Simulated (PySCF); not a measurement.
CH2BClSi, CH4BNSi, CH5OSi2, CH4OSi2 (calculated)

Calculation on a computer-drawn molecule: optimised geometry and harmonic frequencies of an isolated molecule of the commonest isotopes, restricted reference for singlets and unrestricted otherwise, frozen core in MP2. Program: PySCF 2.14.0.

Common to all runs: multiplicity 1; basis cc-pV(D+d)Z.

```yaml
- entry: 1
  formula: CH2BClSi
  start_structure:
    atoms_angstrom:
      - [C, 0.0539, -0.7795, 0.0646]
      - [B, -0.8278, -0.1142, -0.7859]
      - [Si, -2.099, 0.7644, -2.0708]
      - [Cl, -2.2829, 2.5358, -0.9307]
      - [H, 0.4159, -0.3397, 0.9885]
      - [H, 0.4227, -1.7762, -0.1589]
  given:
    charge: 0
    method: MP2
    drawn_bonds_atom: [1, 2, 3, 1, 1]
    drawn_bonds_other_atom: [2, 3, 4, 5, 6]
    drawn_bonds_order: [2, 1, 1, 1, 1]
  results:
    optimised_atom_element: [C, B, Si, Cl, H, H]
    "optimised_atom_x [angstrom]": [0.03978, -0.8559, -2.118, -2.197, 0.384, 0.4298]
    "optimised_atom_y [angstrom]": [-0.7591, -0.1245, 0.7586, 2.463, -0.2815, -1.766]
    "optimised_atom_z [angstrom]": [0.05907, -0.8361, -2.106, -0.8548, 0.9852, -0.1408]
    "modes_frequency [cm^-1]": [68.28, 167.7, 266.8, 365.1, 499.4, 517.6, 658.2, 742.6, 1282, 1517, 3179, 3275]
    "modes_reduced_mass [dalton]": [5.556, 5.541, 2.103, 1.033, 15.29, 7.679, 2.312, 1.32, 1.206, 4.799, 1.061, 1.109]
    "rotational_constants [GHz]": [8.486, 2.582, 1.979]
    "total_energy [hartree]": -812.5219
    "convergence_status_largest_gradient_component [hartree/bohr]": 2.976e-05
- entry: 2
  formula: CH4BNSi
  start_structure:
    atoms_angstrom:
      - [C, 0.974, 2.6498, 0.8795]
      - [B, 1.0731, 1.2858, 0.6851]
      - [Si, 1.8107, -0.0572, -0.3043]
      - ["N", 1.5786, -1.7487, 0.1596]
      - [H, 1.441, 3.4156, 0.2143]
      - [H, 0.3902, 3.1813, 1.6488]
      - [H, 1.0026, -2.1244, 0.8789]
      - [H, 1.9724, -2.5175, -0.4139]
  given:
    charge: 0
    method: HF
    drawn_bonds_atom: [1, 2, 3, 1, 1, 4, 4]
    drawn_bonds_other_atom: [2, 3, 4, 5, 6, 7, 8]
    drawn_bonds_order: [2, 1, 1, 1, 1, 1, 1]
  results:
    optimised_atom_element: [C, B, Si, "N", H, H, H, H]
    "optimised_atom_x [angstrom]": [0.9643, 1.406, 2.157, 1.513, 1.231, 0.3356, 0.9334, 1.702]
    "optimised_atom_y [angstrom]": [2.506, 1.327, -0.2599, -1.531, 3.482, 2.52, -1.475, -2.484]
    "optimised_atom_z [angstrom]": [0.869, 0.2731, -0.7488, 0.1865, 0.4713, 1.754, 1.002, -0.05912]
    "modes_frequency [cm^-1]": [124.5, 199.7, 260.0, 342.4, 487.9, 556.3, 596.8, 716.7, 865.4, 880.2, 908.4, 1384, 1651, 1713, 3286, 3365, 3777, 3871]
    "modes_reduced_mass [dalton]": [2.967, 3.738, 1.059, 2.378, 5.517, 1.245, 1.117, 1.817, 1.322, 1.747, 2.974, 1.238, 4.229, 1.118, 1.063, 1.108, 1.05, 1.098]
    "rotational_constants [GHz]": [17.49, 2.984, 2.549]
    "total_energy [hartree]": -408.2018
    "convergence_status_largest_gradient_component [hartree/bohr]": 9.131e-06
- entry: 3
  formula: CH5OSi2
  start_structure:
    atoms_angstrom:
      - [C, 2.3131, 0.3739, 1.7269]
      - [Si, 1.1651, 0.1147, 0.372]
      - [Si, 0.0203, 1.9736, -0.4225]
      - [O, -0.9513, 1.7813, -1.5695]
      - [H, 2.5558, 1.4076, 2.1202]
      - [H, 2.8773, -0.4293, 2.1395]
      - [H, 0.782, -1.1106, -0.4006]
      - [H, -0.1646, 3.3748, -0.1549]
      - [H, -1.3702, 1.0856, -2.2138]
  given:
    charge: 1
    method: HF
    drawn_bonds_atom: [1, 2, 3, 1, 1, 2, 3, 4]
    drawn_bonds_other_atom: [2, 3, 4, 5, 6, 7, 8, 9]
    drawn_bonds_order: [2, 1, 1, 1, 1, 1, 1, 1]
  results:
    optimised_atom_element: [C, Si, Si, O, H, H, H, H, H]
    "optimised_atom_x [angstrom]": [2.168, 1.153, 0.04609, -1.024, 2.193, 2.832, 0.9575, 0.2856, -1.383]
    "optimised_atom_y [angstrom]": [0.4972, -0.04424, 1.808, 1.926, 1.537, -0.153, -1.372, 3.109, 1.262]
    "optimised_atom_z [angstrom]": [1.567, 0.2984, -0.4299, -1.587, 1.875, 2.127, -0.2766, 0.1873, -2.164]
    "modes_frequency [cm^-1]": [75.58, 125.6, 251.0, 286.9, 441.5, 472.0, 617.5, 658.7, 707.8, 720.3, 846.9, 907.1, 968.5, 989.5, 1072, 1515, 2437, 2443, 3301, 3398, 4112]
    "modes_reduced_mass [dalton]": [3.622, 3.282, 5.192, 1.231, 1.342, 5.227, 1.063, 1.094, 1.247, 1.057, 1.285, 1.143, 1.244, 4.229, 7.787, 1.178, 1.045, 1.044, 1.058, 1.114, 1.069]
    "rotational_constants [GHz]": [15.01, 2.164, 1.892]
    "total_energy [hartree]": -693.2314
    "convergence_status_largest_gradient_component [hartree/bohr]": 1.144e-05
- entry: 4
  formula: CH4OSi2
  start_structure:
    atoms_angstrom:
      - [C, -0.7448, -1.4469, 1.325]
      - [Si, 0.386, -0.1136, 0.8455]
      - [Si, 2.2956, -1.1229, 0.3647]
      - [O, 3.5018, -0.073, -0.091]
      - [H, -1.767, -1.1523, 1.5963]
      - [H, -0.4976, -2.3464, 1.3588]
      - [H, -0.287, 1.2124, 0.9209]
      - [H, 3.4511, 0.9202, -0.1904]
  given:
    charge: 0
    method: HF
    drawn_bonds_atom: [1, 2, 3, 1, 1, 2, 4]
    drawn_bonds_other_atom: [2, 3, 4, 5, 6, 7, 8]
    drawn_bonds_order: [2, 1, 1, 1, 1, 1, 1]
  results:
    optimised_atom_element: [C, Si, Si, O, H, H, H, H]
    "optimised_atom_x [angstrom]": [-0.822, 0.4147, 2.573, 3.446, -1.828, -0.6414, 0.09478, 3.101]
    "optimised_atom_y [angstrom]": [-1.363, -0.2861, -1.238, 0.105, -1.06, -2.432, 1.165, 0.9859]
    "optimised_atom_z [angstrom]": [1.342, 0.8566, 0.3027, -0.1004, 1.615, 1.398, 0.8031, -0.08722]
    "modes_frequency [cm^-1]": [68.21, 99.74, 247.2, 304.8, 427.0, 534.9, 655.8, 755.0, 844.1, 897.4, 907.1, 913.6, 1013, 1511, 2275, 3289, 3377, 4155]
    "modes_reduced_mass [dalton]": [4.704, 3.68, 5.516, 1.197, 6.689, 1.16, 1.122, 1.05, 1.927, 1.232, 1.459, 1.938, 4.203, 1.206, 1.043, 1.058, 1.112, 1.068]
    "rotational_constants [GHz]": [14.1, 2.162, 1.875]
    "total_energy [hartree]": -692.8741
    "convergence_status_largest_gradient_component [hartree/bohr]": 3.885e-05
```
